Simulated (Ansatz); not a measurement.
Geometry optimisation, RKS BLYP-D4/def2-SVP in Ansatz 0.2.0.

Input:

```yaml
crystal:
  periodic: [false, false, false]
  atoms:
    - { symbol: Si, position_ang: [-0.161, 0.1474, 0.4459] }
    - { symbol: F, position_ang: [-0.362, -1.5123, -0.6518] }
    - { symbol: C, position_ang: [1.1046, 0.3524, -0.8725] }
    - { symbol: H, position_ang: [0.5197, -0.8673, -1.1963] }
    - { symbol: O, position_ang: [-1.6879, 0.6761, 0.4106] }
    - { symbol: O, position_ang: [0.1415, -0.3505, 1.9368] }
    - { symbol: H, position_ang: [2.1391, 0.2943, -0.5641] }
    - { symbol: H, position_ang: [0.9809, 1.1935, -1.5434] }
    - { symbol: H, position_ang: [-2.1255, 0.8275, -0.4213] }
    - { symbol: H, position_ang: [-0.5493, -0.7612, 2.4561] }
basis:
  gaussian: { orbitals: def2-SVP }
hamiltonian:
  xc: blyp
  dispersion: d4
relax:
  f_tol: 0.15
  max_steps: 25
  restrain:
    - { distance: [3, 1], at: 0.88, k: 30.0 }
    - { distance: [0, 1], at: 2.98, k: 30.0 }
    - { distance: [3, 2], at: 2.37, k: 30.0 }
```

Launched with:

```bash
$ ansatz run input.yaml --threads 2 --pin off --max-ram 3072MiB --backend cpu --events-out ev --progress --plain --runs-dir out
```

**Question.** Where does it end, and by what steps?

**Answer.** It converged. The restraints hold the end off the free minimum. After 8 steps the energy has risen by 0.590 eV (the restraints' own energy left out); F2 moved furthest, 0.71 Å. Joined: F2–H4 (1.22 → 0.93 Å).

```tsv
step	energy less start (eV)	largest force component (eV/Å)	accepted
0	0.0000	2.945	yes
1	0.6659	3.037	yes
2	0.7513	2.483	yes
3	0.8505	2.138	yes
4	0.5983	0.613	yes
5	0.5886	0.936	yes
6	0.5926	0.529	no
7	0.5992	1.212	yes
8	0.5904	1.133	yes
```

```xyz
10
Properties=species:S:1:pos:R:3
Si -0.053 0.411 0.541
F -0.488 -2.006 -1.142
C 1.153 0.667 -0.650
H 0.205 -1.404 -1.276
O -1.695 0.656 0.431
O 0.257 -0.240 2.031
H 2.200 0.424 -0.419
H 0.961 1.311 -1.521
H -2.031 0.845 -0.466
H -0.508 -0.663 2.469
```

Run time: 12 s on 2 threads of Intel(R) Xeon(R) Platinum 8488C (Sapphire Rapids), with other jobs on the host, peak memory 0.17 GiB.
